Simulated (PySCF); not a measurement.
This PySCF input asks for the NMR shieldings of `CN([SiH3])C[SiH2]CC#N`, C₄H₁₂N₂Si₂; the geometry comes from GFN2-xTB.

```python
import basis_set_exchange as bse
import numpy as np
from pyscf import gto, dft
from pyscf.prop import nmr

atoms = """
C    -1.704760    1.438534   -0.721104
N    -1.478059    0.073248   -0.335206
Si   -2.783215   -0.991935    0.011179
C    -0.177588   -0.418530   -0.733709
Si    1.268687    0.493479    0.127827
C     2.787995   -0.676247   -0.008305
C     3.931246   -0.063464    0.584163
N     4.833198    0.448530    1.068301
H    -2.702387    1.745911   -0.419676
H    -1.613669    1.572220   -1.806350
H    -0.974633    2.095043   -0.238072
H    -3.484951   -1.538033   -1.164825
H    -2.185215   -2.098350    0.758768
H    -3.721410   -0.204273    0.807225
H    -0.136928   -1.482142   -0.493424
H    -0.068185   -0.343301   -1.827003
H     1.625769    1.746957   -0.549202
H     0.969774    0.731154    1.541065
H     3.013237   -0.898901   -1.052568
H     2.595944   -1.619219    0.505868
"""
names = dict.fromkeys(["C", "N", "Si", "H"], "pcSseg-1")
basis = {el: gto.basis.parse(bse.get_basis(n, elements=[el], fmt="nwchem")) for el, n in names.items()}
mol = gto.M(atom=atoms, basis=basis, charge=0, verbose=0)
mf = dft.RKS(mol, xc="PBE0")
mf.grids.level = 2
mf.grids.alignment = dft.numint.BLKSIZE   # the property module wants whole blocks of grid points
mf.conv_tol = 1e-9
mf.kernel()

calc = nmr.RKS(mf)   # GIAO
C = mf.mo_coeff
Co = C[:, mf.mo_occ > 0]
resp = mf.gen_response(singlet=True, hermi=2)
def vind(x):   # induced exchange potential for any number of trial vectors
    d = np.einsum("pi,xij,qj->xpq", C, 2 * x.reshape(-1, C.shape[1], Co.shape[1]), Co, optimize=True)
    return np.einsum("xpq,pi,qj->xij", resp(d - d.transpose(0, 2, 1)), C, Co, optimize=True).ravel()
mo1, _ = nmr.rhf.solve_mo1(calc, with_cphf=vind)
sigma = calc.kernel(mo1)
for i, s in enumerate(sigma):   # ppm
    w = np.linalg.eigvalsh((s + s.T) / 2)
    print("%2d %-2s iso %8.1f  s11 %8.1f  s22 %8.1f  s33 %8.1f" % (i, mol.atom_pure_symbol(i), w.mean(), *w))
```

Problem. Give the expected output.

Solution. 
```
 0 C  iso    144.7  s11    120.9  s22    131.2  s33    182.0
 1 N  iso    259.0  s11    224.1  s22    264.2  s33    288.8
 2 Si iso    392.0  s11    330.4  s22    363.2  s33    482.4
 3 C  iso    144.6  s11    119.1  s22    126.0  s33    188.9
 4 Si iso    383.1  s11    354.7  s22    377.5  s33    417.3
 5 C  iso    190.4  s11    181.3  s22    183.0  s33    207.1
 6 C  iso     65.2  s11    -52.3  s22    -46.1  s33    294.0
 7 N  iso    -28.0  s11   -204.9  s22   -182.4  s33    303.2
 8 H  iso     28.8  s11     24.1  s22     27.3  s33     35.2
 9 H  iso     29.3  s11     25.6  s22     26.7  s33     35.7
10 H  iso     29.1  s11     24.2  s22     28.2  s33     34.8
11 H  iso     26.9  s11     23.3  s22     24.5  s33     33.0
12 H  iso     27.1  s11     23.3  s22     26.2  s33     31.9
13 H  iso     27.1  s11     23.5  s22     25.4  s33     32.4
14 H  iso     29.1  s11     23.5  s22     30.0  s33     33.8
15 H  iso     29.1  s11     23.9  s22     29.7  s33     33.9
16 H  iso     27.0  s11     22.8  s22     27.2  s33     30.9
17 H  iso     27.3  s11     23.9  s22     26.9  s33     31.2
18 H  iso     30.3  s11     24.9  s22     29.8  s33     36.3
19 H  iso     30.2  s11     24.7  s22     29.6  s33     36.3
```

These numbers come from an equivalent density-fitted implementation of the same equations, which agrees with the script to about 0.01 ppm for H and up to a few tenths of a ppm for heavy atoms, so last digits may differ.

Problem. Turn these shieldings into chemical shifts. Shifts are taken against calculated references (same method and geometry level): 13C (σ = 186.93 ppm) and 29Si (σ = 349.16 ppm) and 1H (σ = 31.72 ppm) vs TMS; 15N (σ = 267.73 ppm) against NH3.

Solution. Averaging equivalent atoms: C 6: 121.7; C 3: 42.3; C 0: 42.2; C 5: -3.5; N 7: 295.8; N 1: 8.7; Si 4: -34.0; Si 2: -42.8; H 11/12/13: 4.66; H 16/17: 4.57; H 8/9/10: 2.64; H 14/15: 2.59; H 18/19: 1.46 ppm. Experimental scales use liquid or dissolved standards, which lie at an offset from isolated NH3 (liquid NH3: subtract about 20 ppm). Unscaled 15N shifts of sp2 nitrogen come out 20 to 40 ppm too high even then.

Size and cost of the density-fitted run: 210 basis functions, 2.4 min wall time on 1 thread of an Intel Xeon, shared host; peak memory 0.95 GiB.
